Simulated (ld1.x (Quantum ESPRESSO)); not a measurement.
# Before and after: TM potential for silicon (Si)

```
Element                 : Si
Generator               : ld1.x (Quantum ESPRESSO) 7.5
Type                    : norm-conserving Troullier–Martins (Kleinman–Bylander form)
Functional              : LDA (PZ)
Relativity              : scalar-relativistic
Frozen core             : [Ne]
Valence charge          : 4
Reference configuration : 3s2 3p2
Partial waves           : 3s (bound): rc 1.70 bohr; 3d channel at -0.1 Ry: rc 1.80 bohr; 3p (bound): rc 1.55 bohr
Local potential         : the p channel
Core correction         : Bessel-smoothed model core inside 1.10 bohr
```

Change: core correction Bessel-smoothed model core inside 1.76 bohr.

Cutoffs: the cutoffs (Ry, on a coarse ladder) from which the occupation-weighted sum of valence levels, in a spherical-Bessel basis at the reference potential, stays within 10 and 1 mRy of its value at 400 Ry; they do not see the model core or the augmentation charge, which bear on the density cutoff. Errors are all-electron minus pseudo energies relative to the spin-unpolarised reference configuration.

How do hardness, ghosts and transferability respond?

The potential gets neither clearly harder nor softer (30 Ry and 45 Ry → 30 Ry and 45 Ry); of the 9 tests that both files solve, the error grows in 7 and shrinks in 0 by more than 15 % and 0.3 meV (median size 2.7 → 8.5 meV); neither file shows a bound ghost. A wider model core is smoother and lowers the density cutoff, which this test does not measure.

| quantity | base | changed |
| --- | --- | --- |
| cutoff, loose | 30 Ry | 30 Ry |
| cutoff, tight | 45 Ry | 45 Ry |
| bound ghosts | none | none |
| error for 3s2 3p1, meV [ΔE 7.83 eV] | +2.1 | +2.4 |
| error for 3s2 3p0, meV [ΔE 23.94 eV] | +12 | +16 |
| error for 3s1 3p0, meV [ΔE 58.09 eV] | +38 | +78 |
| error for 3s2 3p2.3, meV [ΔE -0.96 eV] | +0.1 | +0.1 |
| error for 3s1 3p3, meV [ΔE 6.81 eV] | +0.5 | +1.9 |
| error for 3s1 3p2, meV [ΔE 15.24 eV] | +5.6 | +8.5 |
| error for 3s0 3p4, meV [ΔE 13.78 eV] | +3.3 | +8.9 |
| error for 3s2 3p2 (spin-polarised), meV [ΔE -0.61 eV] | +2.3 | +13 |
| error for 3s2 3p1 (spin-polarised), meV [ΔE 7.62 eV] | +2.7 | +7.5 |
| s: phases at 1.95 bohr within 0.05 rad from the reference energy up to (Ry; the scan ends near 5) | 5.0 | 5.0 |
| p: phases at 1.95 bohr within 0.05 rad from the reference energy up to (Ry; the scan ends near 5) | 3.9 | 3.9 |
| d: phases at 1.95 bohr within 0.05 rad from the reference energy up to (Ry; the scan ends near 5) | to the end of the scan | to the end of the scan |
